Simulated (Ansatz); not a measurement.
AlF₂, charge +1, singlet, geometry from GFN2-xTB (such geometries of metal compounds can be far from the true shape); CCSD(T) on PBE0/3-21G run with Ansatz (an electronic-structure program).

Ansatz was given this input:
Ansatz 0.2 input:
```yaml
crystal:
  periodic: [false, false, false]
  atoms:
    - {symbol: Al, position_ang: [0.00000000, 0.00000000, 0.00000000]}
    - {symbol: F, position_ang: [0.00000000, 0.00000000, 1.61313589]}
    - {symbol: F, position_ang: [-0.00000000, -0.00000000, -1.61313589]}
basis:
  gaussian:
    orbitals: 3-21G.json
hamiltonian:
  xc: pbe0
total_charge: 1
magnetization: {spin_polarized: false}
correlation: {method: ccsd_t}
```
The basis file holds 3-21G in the JSON format of the Basis Set Exchange.

### Question
Write the output that Ansatz gives for this input, abridged.

### Answer

```
Functional definition: PBE0
321 factors; integrals over basis functions are off by at most 2.9e-4 eV
mean field evaluation 1: about -11936.6121 eV, gradient 9.6e1 eV
mean field evaluation 2: about -11936.5942 eV, gradient 9.6e1 eV
mean field evaluation 4: about -11949.2639 eV, gradient 1.3e1 eV
mean field evaluation 8: about -11949.6763 eV, gradient 6.9e-1 eV
mean field evaluation 16: about -11949.6768 eV, gradient 4.7e-6 eV
mean field evaluation 32: about -11890.2206 eV, gradient 3.1e1 eV
mean field -11949.67682718 eV, -439.1425236169 hartree, gradient 3.9e-6 eV, S^2 0.000000; 0 other end points of the search recorded, 0 dependent functions left out
7 core orbitals not correlated
reference -11923.18736979 eV, -438.1690540132 hartree; 8, 8 occupied and 16, 16 virtual orbitals, 321 factors
second order -8.14221901 eV of doubles, -0.47845401 eV of singles
cycle   1  -7.28126167 eV  change     1.3e0 eV  update   1.5e-1
cycle   2  -7.72470916 eV  change   -4.4e-1 eV  update   7.4e-2
cycle   3  -7.77215143 eV  change   -4.7e-2 eV  update   6.4e-3
cycle   4  -7.77697080 eV  change   -4.8e-3 eV  update   1.9e-3
cycle   5  -7.77556323 eV  change    1.4e-3 eV  update   5.0e-4
cycle   6  -7.77513940 eV  change    4.2e-4 eV  update   2.1e-4
cycle   7  -7.77498487 eV  change    1.5e-4 eV  update   6.0e-5
cycle   8  -7.77495435 eV  change    3.1e-5 eV  update   1.5e-5
cycle   9  -7.77496376 eV  change   -9.4e-6 eV  update   4.7e-6
perturbative correction -0.24401991 eV, -0.0089675662 hartree
Total energy: -11931.20635346 eV, -438.4637462275 hartree
```
